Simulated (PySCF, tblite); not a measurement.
Species: C₃H₈O₂Si₂.
Cartesian coordinates in Å at the GFN2-xTB level; atoms count from 1:
```
atom  x, y, z in Å
C1     2.9568   -1.8769   -0.1626
C2     2.0220   -0.8065   -0.4310
C3     1.2408    0.0844   -0.6528
Si4    0.0333    1.4436   -0.9780
O5    -1.4013    1.0673   -0.3177
Si6   -2.3729    0.6158    0.8977
O7    -3.8970    0.5589    0.3509
H8     3.8400   -1.4841    0.3414
H9     3.2630   -2.3480   -1.0966
H10    2.4892   -2.6268    0.4754
H11   -0.2641    1.5518   -2.4075
H12    0.5079    2.6834   -0.3600
H13   -1.9079   -0.6960    1.3379
H14   -2.4126    1.6493    1.9173
H15   -4.1016    0.1917   -0.5052
```

Computed, not measured: B3LYP/def2-SVPD in PySCF (dipole) on a GFN2-xTB geometry, gas phase.

Masses are those of the commonest isotopes; rigid-rotor values at the optimised geometry. The values belong to one conformer with, in the numbering `[CH3:1][C:2]#[C:3][SiH2:4][O:5][SiH2:6][OH:7]`, C3–Si4–O5–Si6 53°, Si4–O5–Si6–O7 179°, O5–Si6–O7–H 42°.

Q: Give the principal moments of inertia and the rotational constants in cm⁻¹.

A: Ia = 144.60, Ib = 717.63, Ic = 823.80 u·Å²; 505379 MHz·u·Å²/I gives 3495, 704.2 and 613.5 MHz, that is A = 0.11658, B = 0.02349, C = 0.02046 cm⁻¹.

Q: What kind of rotor is it?

A: A near-prolate asymmetric top. Ray's parameter κ = (2B − A − C)/(A − C) = -0.937; −1 is the prolate and +1 the oblate limit.

Q: What does the inertial defect say?

A: Not planar: Δ = Ic − Ia − Ib = -38.42 u·Å². For a rigid frame Δ = −2 Σ m c², so Σ m c² = 19.21 u·Å² lies off the ab plane: 9.94 from hydrogen and 9.27 from heavier atoms. The atom farthest from that plane is 1.73 Å away.

Q: List the rotational levels J(Ka,Kc) to J = 5 (cm⁻¹).

A: Above 0(0,0):
J = 1: 1(0,1) 0.0440, 1(1,1) 0.1370, 1(1,0) 0.1401
J = 2: 2(0,2) 0.1318, 2(1,2) 0.2219, 2(1,1) 0.2310, 2(2,1) 0.5103, 2(2,0) 0.5104
J = 3: 3(0,3) 0.2634, 3(1,3) 0.3492, 3(1,2) 0.3674, 3(2,2) 0.6421, 3(2,1) 0.6425, 3(3,1) 1.1152, 3(3,0) 1.1152
J = 4: 4(0,4) 0.4385, 4(1,4) 0.5188, 4(1,3) 0.5491, 4(2,3) 0.8179, 4(2,2) 0.8190, 4(3,2) 1.2912, 4(3,1) 1.2912, 4(4,1) 1.9533, 4(4,0) 1.9533
J = 5: 5(0,5) 0.6568, 5(1,5) 0.7307, 5(1,4) 0.7761, 5(2,4) 1.0375, 5(2,3) 1.0400, 5(3,3) 1.5112, 5(3,2) 1.5112, 5(4,2) 2.1732, 5(4,1) 2.1732, 5(5,1) 3.0245, 5(5,0) 3.0245
The levels of one J sum to (2J + 1)J(J + 1)(A + B + C)/3.

Q: Which types of transition are allowed, and where do some lines up to J = 5 fall?

A: The dipole components are |μa| = 2.32 D, |μb| = 0.76 D, |μc| = 0.77 D. The squared components, which scale the intensities, stand as 1.00 : 0.11 : 0.11 (a : b : c). Some lines, for components of 0.1 D or more:

```json
{"type": "a", "branch": "Q", "J(Ka,Kc)": "3(1,2) ← 3(1,3)", "MHz": "545", "lower level (cm⁻¹)": "0.349"}
{"type": "b", "branch": "R", "J(Ka,Kc)": "4(0,4) ← 3(1,3)", "MHz": "2676", "lower level (cm⁻¹)": "0.349"}
{"type": "b", "branch": "Q", "J(Ka,Kc)": "4(1,3) ← 4(0,4)", "MHz": "3317", "lower level (cm⁻¹)": "0.438"}
{"type": "a", "branch": "R", "J(Ka,Kc)": "4(1,3) ← 3(1,2)", "MHz": "5448", "lower level (cm⁻¹)": "0.367"}
{"type": "b", "branch": "R", "J(Ka,Kc)": "3(1,3) ← 2(0,2)", "MHz": "6518", "lower level (cm⁻¹)": "0.132"}
{"type": "b", "branch": "Q", "J(Ka,Kc)": "2(2,0) ← 2(1,1)", "MHz": "8375", "lower level (cm⁻¹)": "0.231"}
{"type": "b", "branch": "R", "J(Ka,Kc)": "5(1,5) ← 4(0,4)", "MHz": "8762", "lower level (cm⁻¹)": "0.438"}
{"type": "b", "branch": "Q", "J(Ka,Kc)": "3(2,2) ← 3(1,3)", "MHz": "8782", "lower level (cm⁻¹)": "0.349"}
{"type": "c", "branch": "R", "J(Ka,Kc)": "2(2,1) ← 1(1,1)", "MHz": "11189", "lower level (cm⁻¹)": "0.137"}
{"type": "c", "branch": "R", "J(Ka,Kc)": "3(3,0) ← 2(2,0)", "MHz": "18133", "lower level (cm⁻¹)": "0.510"}
{"type": "b", "branch": "R", "J(Ka,Kc)": "4(3,2) ← 3(2,1)", "MHz": "19447", "lower level (cm⁻¹)": "0.643"}
{"type": "b", "branch": "Q", "J(Ka,Kc)": "5(4,2) ← 5(3,3)", "MHz": "19847", "lower level (cm⁻¹)": "1.511"}
{"type": "b", "branch": "Q", "J(Ka,Kc)": "4(4,1) ← 4(3,2)", "MHz": "19850", "lower level (cm⁻¹)": "1.291"}
{"type": "b", "branch": "Q", "J(Ka,Kc)": "5(5,1) ← 5(4,2)", "MHz": "25522", "lower level (cm⁻¹)": "2.173"}
{"type": "b", "branch": "R", "J(Ka,Kc)": "5(4,1) ← 4(3,2)", "MHz": "26443", "lower level (cm⁻¹)": "1.291"}
{"type": "b", "branch": "R", "J(Ka,Kc)": "5(5,1) ← 4(4,0)", "MHz": "32115", "lower level (cm⁻¹)": "1.953"}
```

Q: Estimate the classical rotational partition function at 25 K, 50 K and 100 K.

A: Point group C1, symmetry number σ = 1; q = (√π/σ)·√((kT/h)³/(ABC)), k/h = 20836.6 MHz/K: 17100 at 25 K, 48500 at 50 K, 137000 at 100 K.

Its lowest GFN2-xTB frequency is 8i cm⁻¹, too small to tell a flat minimum from a shallow saddle. Zero-point vibration and centrifugal distortion are left out. A rigid rotor knows nothing of internal rotation, which can split or shift real lines.
